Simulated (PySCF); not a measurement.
Molecule: `InChI=1S/C5H3FS3/c1-2-5(6)3-8-4(7)9-5/h1H,3H2/t5-/m0/s1`.

Bonds (- single, = double, # triple, : aromatic): C1#C2, C2-C3, C3-F4, C3-C5, C5-S6, S6-C7, C7=S8, C7-S9, S9-C3. C1 carries H10; C5 carries H11, H12. Stereochemistry as in C#C[C@@]1(F)CSC(=S)S1. H12 is pro-R; H11 is pro-S.

Frames of a GFN2-xTB Langevin trajectory at 600 K; GIAO PBE0/pcSseg-1 shieldings in PySCF, gas phase, non-relativistic; equivalent atoms averaged within each frame.

Scale: $^{13}$C (186.93 ppm), $^{1}$H (31.72 ppm) vs TMS; $^{19}$F (170.95 ppm) vs CFCl3; CS2 for $^{33}$S (503.73 ppm) (reference shieldings calculated alike). The references are static minima.

How do the shifts (ppm) fluctuate along the trajectory?

Results:


| time (fs) | C7 | C3 | C1 | C2 | C5 | F4 | S8 | S6 | S9 | H12 |
| --- | --- | --- | --- | --- | --- | --- | --- | --- | --- | --- |
| 250 | 248.4 | 121.9 | 91.5 | 87.3 | 68.6 | -100.9 | 762 | 376 | 375 | 6.63 |
| 425 | 247.9 | 125.2 | 110.9 | 82.1 | 53.2 | -62.1 | 767 | 366 | 540 | 4.37 |
| 625 | 248.5 | 133.7 | 92.6 | 89.2 | 60.7 | -29.9 | 731 | 419 | 526 | 5.70 |
| 800 | 230.7 | 125.4 | 97.4 | 87.2 | 53.2 | -82.1 | 681 | 300 | 451 | 4.58 |
| 1000 | 249.3 | 106.8 | 97.1 | 81.5 | 62.7 | -147.9 | 863 | 338 | 417 | 4.17 |
| mean of frames | 245.0 | 122.6 | 97.9 | 85.5 | 59.7 | -84.6 | 761 | 360 | 462 | 5.09 |
| standard deviation | 8.0 | 9.9 | 7.7 | 3.4 | 6.6 | 44.1 | 67 | 44 | 70 | 1.05 |

5 frames give an uncertainty of the mean of about the standard deviation over 2.2 at best, since frames this close in time may not be independent; classical motion lacks zero-point vibration, and the reference would need the same averaging.
